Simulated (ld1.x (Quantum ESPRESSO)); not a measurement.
## iodine (I), ultrasoft: configuration errors across variants

* Element: I
* Generator: ld1.x (Quantum ESPRESSO) 7.5
* Type: ultrasoft
* Functional: BLYP
* Relativity: scalar-relativistic
* Frozen core: [Kr] 4d10
* Valence charge: 7
* Reference configuration: 5s2 5p5
* Partial waves: 5s (bound): rcut 1.60, rcutus 1.85 bohr; 5s channel at -0.35 Ry: rcut 1.60, rcutus 1.85 bohr; 5p (bound): rcut 1.80, rcutus 2.20 bohr; 5p channel at -0.2 Ry: rcut 1.80, rcutus 2.20 bohr
* Local potential: all-electron potential smoothed inside 2.00 bohr (lloc = -1)
* Core correction: none
* Augmentation charge: PSQ, radius 1.60 bohr

All-electron excitation energies from the reference (eV): (1) 5s2 5p4 10.959; (2) 5s2 5p3 30.652; (3) 5s2 5p2 59.874; (4) 5s1 5p5 21.982; (5) 5s2 5p1 99.276; (6) 5s2 5p5.3 -1.732; (7) 5s2 5p4.5 4.446.

2 further variants failed, have other tests or too few solved ones, and are left out.

A true bound ghost makes a file unfit for plane-wave use even where its test errors are small: the radial tests pick states by their node count and pass the ghost by.

Errors AE − PS in meV (a dash: test not solved or not reliable):

| change | (1) | (2) | (3) | (4) | (5) | (6) | (7) | bound ghosts |
| --- | --- | --- | --- | --- | --- | --- | --- | --- |
| base | -1.2 | -6.1 | +23 | +4.7 | +58 | -2.1 | +1.8 | d |
| waves 5s (bound): rcut 1.58, rcutus 1.68 bohr; 5s channel at -0.35 Ry: rcut 1.58, rcutus 1.68 bohr | +6.4 | -1.5 | +10 | -10 | – | – | – | d |
| waves 5s (bound): rcut 1.60, rcutus 1.84 bohr; 5s channel at -0.35 Ry: rcut 1.60, rcutus 1.84 bohr | -1.2 | -6.1 | +23 | +4.7 | +58 | -2.1 | +1.8 | d |
| waves 5s (bound): rcut 1.60, rcutus 2.10 bohr; 5s channel at -0.35 Ry: rcut 1.60, rcutus 2.10 bohr | -7.0 | +11 | +21 | +8.1 | +87 | +0.1 | -5.0 | d |
| waves 5s (bound): rcut 1.60, rcutus 2.58 bohr; 5s channel at -0.35 Ry: rcut 1.60, rcutus 2.58 bohr | +3.0 | +15 | +42 | +19 | +141 | +2.8 | +2.1 | d |
| waves 5s (bound): rcut 1.60, rcutus 2.74 bohr; 5s channel at -0.35 Ry: rcut 1.60, rcutus 2.74 bohr | +1.6 | +19 | +56 | +21 | +174 | +2.0 | +2.3 | d |

Question: Give the same row for: waves 5s (bound): rcut 1.60, rcutus 2.32 bohr; 5s channel at -0.35 Ry: rcut 1.60, rcutus 2.32 bohr.

Answer: +2.8, +5.2, +40, +13, +112, +1.8, -4.0; bound ghosts: d.
